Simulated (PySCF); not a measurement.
Compound: C6H11NSi2.
SMILES with atom numbers: `[N:1]#[C:2]/[CH:3]=[CH:4]\[CH2:5][SiH2:6]/[CH:7]=[CH:8]/[SiH3:9]` (hydrogens: H10 on C3; H11 on C4; H12, H13 on C5; H14, H15 on Si6; H16 on C7; H17 on C8; H18, H19, H20 on Si9)

The same species was optimised twice, with GFN2-xTB and with PBE0-D3(BJ)/def2-SVP (PySCF), and the same property calculations (PySCF, gas phase) were run on both structures.

```tsv
coordinate	GFN2-xTB	PBE0-D3(BJ)/def2-SVP	change
C2–C3 (Å)	1.403	1.425	+0.022
C5–Si6 (Å)	1.929	1.909	-0.020
N1≡C2 (Å)	1.149	1.161	+0.012
C7=C8 (Å)	1.333	1.345	+0.012
C3=C4 (Å)	1.339	1.348	+0.009
C8–Si9 (Å)	1.883	1.875	-0.008
C4–C5 (Å)	1.471	1.479	+0.008
Si6–C7 (Å)	1.881	1.874	-0.007
C7–C8–Si9 (°)	125.8	124.1	-1.7
C5–Si6–C7 (°)	108.4	110.0	+1.6
C4–C5–Si6 (°)	110.2	111.7	+1.5
Si6–C7–C8 (°)	124.6	123.2	-1.4
C3–C4–C5 (°)	125.0	126.2	+1.2
C2–C3–C4 (°)	122.9	122.5	-0.4
N1–C2–C3 (°)	179.1	179.2	+0.1
C3–C4–C5–Si6 (°)	-100	-101	-1
C4–C5–Si6–C7 (°)	58	59	+1
C5–Si6–C7–C8 (°)	55	52	-3
```

Rotational constants: A = 1315, B = 847.6, C = 574.5 MHz (GFN2-xTB) against A = 1282, B = 845.4, C = 567.7 MHz (PBE0-D3(BJ)/def2-SVP). Point groups within 0.08 Å: C1 and C1.

On the GFN2-xTB structure: HOMO (eV) -7.57 [PBE0/pcSseg-1]; LUMO (eV) -1.37 [PBE0/pcSseg-1]; dipole (D) 3.72 [PBE0/pcSseg-1]; GIAO shielding of N1 (ppm) -56.1 [PBE0/pcSseg-1]; GIAO shielding of C2 (ppm) 63.5 [PBE0/pcSseg-1]; GIAO shielding of C3 (ppm) 84.2 [PBE0/pcSseg-1]; GIAO shielding of C4 (ppm) 24.1 [PBE0/pcSseg-1]; GIAO shielding of C5 (ppm) 163.0 [PBE0/pcSseg-1]; GIAO shielding of Si6 (ppm) 403.6 [PBE0/pcSseg-1]; GIAO shielding of C7 (ppm) 40.2 [PBE0/pcSseg-1]; GIAO shielding of C8 (ppm) 22.8 [PBE0/pcSseg-1].

Problem. What do these properties become on the PBE0-D3(BJ)/def2-SVP structure?

Solution. 
```csv
property,level,on GFN2-xTB,on PBE0-D3(BJ)/def2-SVP,change
HOMO (eV),PBE0/pcSseg-1,-7.57,-7.64,-0.07
LUMO (eV),PBE0/pcSseg-1,-1.37,-1.47,-0.10
dipole (D),PBE0/pcSseg-1,3.72,3.81,+0.09
"energy, GFN2-xTB geometry as zero (kcal/mol)",PBE0/pcSseg-1,0.0,-1.6,-1.6
GIAO shielding of N1 (ppm),PBE0/pcSseg-1,-56.1,-61.6,-5.5
GIAO shielding of C2 (ppm),PBE0/pcSseg-1,63.5,61.4,-2.1
GIAO shielding of C3 (ppm),PBE0/pcSseg-1,84.2,80.1,-4.1
GIAO shielding of C4 (ppm),PBE0/pcSseg-1,24.1,22.5,-1.6
GIAO shielding of C5 (ppm),PBE0/pcSseg-1,163.0,162.8,-0.2
GIAO shielding of Si6 (ppm),PBE0/pcSseg-1,403.6,402.6,-1.0
GIAO shielding of C7 (ppm),PBE0/pcSseg-1,40.2,35.2,-5.0
GIAO shielding of C8 (ppm),PBE0/pcSseg-1,22.8,20.5,-2.3
```

The heavy atoms differ by 0.038 Å rms after alignment. Among bonds between heavy atoms C2–C3 changes most (+0.022 Å). Changes are differences of the printed values. Neither structure is proved a minimum here.

Conformer computed: `[N:1]#[C:2]/[CH:3]=[CH:4]\[CH2:5][SiH2:6]/[CH:7]=[CH:8]/[SiH3:9]`: C3–C4–C5–Si6 -101°, C4–C5–Si6–C7 59°, C5–Si6–C7–C8 52°.
